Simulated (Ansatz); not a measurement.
Reaction (formal exchange of groups at a C–Cl bond): `O[SiH](O)CCl` + CH₄ → `CC[SiH](O)O` + HCl

Computed with Ansatz on PBE0-D4/def2-TZVP structures; ΔE is electronic, products minus reactants. CCSD(T)/CBS adds triple-zeta CCSD(T) − MP2 to the extrapolated MP2 energy (def2 sets, frozen cores). This one scheme is used for every species. Functionals use def2-TZVPP. Each species was taken in one conformer, which may not be the lowest.

```json
{"level": "PBE-D4", "ΔE (kJ/mol)": "-12.8"}
{"level": "B2PLYP", "ΔE (kJ/mol)": "-13.1"}
{"level": "PBE", "ΔE (kJ/mol)": "-12.2"}
{"level": "PBE0", "ΔE (kJ/mol)": "-15.0"}
{"level": "HF/def2-TZVPP", "ΔE (kJ/mol)": "-12.3"}
{"level": "CCSD/def2-TZVPP", "ΔE (kJ/mol)": "-20.3"}
{"level": "CCSD(T)/def2-TZVPP", "ΔE (kJ/mol)": "-19.1"}
{"level": "HF/def2-QZVPP", "ΔE (kJ/mol)": "-12.2"}
```

Problem. What does CCSD(T)/CBS give? (Estimate.)

Solution. The calculation gave: -15.7 kJ/mol. The listed levels differ from it by 2.9, 2.6, 3.5, 0.7, 3.4, -4.6, -3.4, 3.5 kJ/mol.

Largest T1 diagnostic among the species: 0.011.

In def2-TZVPP, CCSD(T) changes the Hartree–Fock value by −6.8 kJ/mol (the triples alone add +1.2 kJ/mol) and MP2 by −6.6 kJ/mol.
